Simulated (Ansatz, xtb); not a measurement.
**Two isomers of C4HClF2O**

Structure I: `O=C1C(Cl)=C(F)[C@@H]1F`, a singlet. Structure II: `Fc1coc(Cl)c1F`, a singlet. Both are isolated molecules in the gas phase, relaxed with B3LYP/def2-SVP.

Task: Estimate which is lower in electronic energy at CCSD(T)/def2-SVP + ΔMP2/def2-TZVPP, and by roughly how much.

Result: The CCSD(T)/def2-SVP + ΔMP2/def2-TZVPP calculation puts structure II lower, by 16.7 kJ/mol.

Level by level:

```json
{"level": "GFN2-xTB", "geometry": "GFN2-xTB", "E(II) − E(I) (kJ/mol)": "−129.1", "departure from the last row (kJ/mol)": "−112.4", "job, with rough time for the two": "optimisation, 0.19 s"}
{"level": "HF/STO-3G", "geometry": "GFN2-xTB", "E(II) − E(I) (kJ/mol)": "−112.8", "departure from the last row (kJ/mol)": "−96.1", "job, with rough time for the two": "single point, 0.95 s"}
{"level": "r2SCAN-D4/def2-SVP", "geometry": "GFN2-xTB", "E(II) − E(I) (kJ/mol)": "−33.9", "departure from the last row (kJ/mol)": "−17.1", "job, with rough time for the two": "single point, 9.6 s"}
{"level": "B3LYP/def2-SVP", "geometry": "B3LYP/def2-SVP", "E(II) − E(I) (kJ/mol)": "−33.1", "departure from the last row (kJ/mol)": "−16.4", "job, with rough time for the two": "optimisation, 69 s"}
{"level": "HF/def2-SVP", "geometry": "B3LYP/def2-SVP", "E(II) − E(I) (kJ/mol)": "−16.2", "departure from the last row (kJ/mol)": "+0.5", "job, with rough time for the two": "part of the CCSD(T) run"}
{"level": "MP2/def2-SVP", "geometry": "B3LYP/def2-SVP", "E(II) − E(I) (kJ/mol)": "−29.2", "departure from the last row (kJ/mol)": "−12.5", "job, with rough time for the two": "part of the CCSD(T) run"}
{"level": "CCSD(T)/def2-SVP", "geometry": "B3LYP/def2-SVP", "E(II) − E(I) (kJ/mol)": "−24.1", "departure from the last row (kJ/mol)": "−7.4", "job, with rough time for the two": "single point"}
{"level": "CCSD(T)/def2-SVP + ΔMP2/def2-TZVPP", "geometry": "B3LYP/def2-SVP", "E(II) − E(I) (kJ/mol)": "−16.7", "departure from the last row (kJ/mol)": "", "job, with rough time for the two": "single point, 2.5 min"}
```

As drawn, II has 3 C∷C, 2 C∷O in place of 1 C=O, 3 C–C, 1 C=C (∷ is an aromatic bond). Structure I has a 4-membered ring, II a 5-membered ring (with an aromatic ring).

None of the levels shown reverses the order. The largest departure from CCSD(T)/def2-SVP + ΔMP2/def2-TZVPP is that of GFN2-xTB, 112.4 kJ/mol. The last row adds to CCSD(T) the change of the MP2 difference between the two basis sets, here +7.4 kJ/mol.

With thermal terms from frequencies at re-optimised GFN2-xTB minima (ideal gas, soft modes damped towards free rotors, one conformer each, 298.15 K, 1 atm): the zero-point term adds +3.0 kJ/mol; ΔH is −15.1 and ΔG −11.1 kJ/mol.

The correlated steps freeze 12 core orbitals. Mirror images aren't counted in ΔG. Run with Ansatz 0.2.0, xtb 6.7.1; the last row on 2 threads of Arm Neoverse N1 on a shared host.
